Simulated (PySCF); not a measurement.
Stretching LaP

Set-up: basis La x2c-SVPall, P x2c-SVPall; spin-free X2C with a Gaussian nucleus; PySCF 2.14. Energies in eV from La (5d1 6s2) + P in their ground configurations at the same level. State: singlet, about 0.1 electrons in the 4f shell (Mulliken).

All columns are ωB97X. A positive dipole means La(−)P(+).

```tsv
R (Å)	E (eV)	μ (D)	Mulliken charge on La (basis-dependent)	HOMO (eV)	LUMO (eV)	Mayer bond order	⟨S²⟩
2.042	-2.303	-6.65	0.06	-5.85	-0.06	3.22	0.00
2.137	-3.086	-7.46	0.13	-5.89	-0.16	3.23	0.00
2.232	-3.486	-8.16	0.18	-5.92	-0.26	3.21	0.00
2.303	-3.597	-8.61	0.22	-5.94	-0.34	3.19	0.00
2.374	-3.588	-8.99	0.24	-5.96	-0.41	3.17	0.00
2.445	-3.484	-9.32	0.25	-5.99	-0.49	3.15	0.00
2.540	-3.237	-9.67	0.26	-6.02	-0.60	3.13	0.00
2.659	-2.804	-10.00	0.26	-5.91	-0.73	3.11	0.00
2.801	-2.170	-10.26	0.25	-5.77	-0.89	3.10	0.00
2.991	-1.236	-10.41	0.24	-5.65	-1.09	3.08	0.00
```

A fit through these points gives, at Re = 2.331 Å, μ = -8.77 D and dμ/dR = -5.48 D/Å; the reduced mass is 25.33 u.

**Question.** How strong is the fundamental in the double-harmonic approximation, I = 42.26·(dμ/dR)²/μred km/mol?

**Answer.** I = 42.26·(-5.48)²/25.33 = 50.1 km/mol at ωB97X.

Spin–orbit coupling is left out, which matters for elements this heavy, above all for dissociation energies.
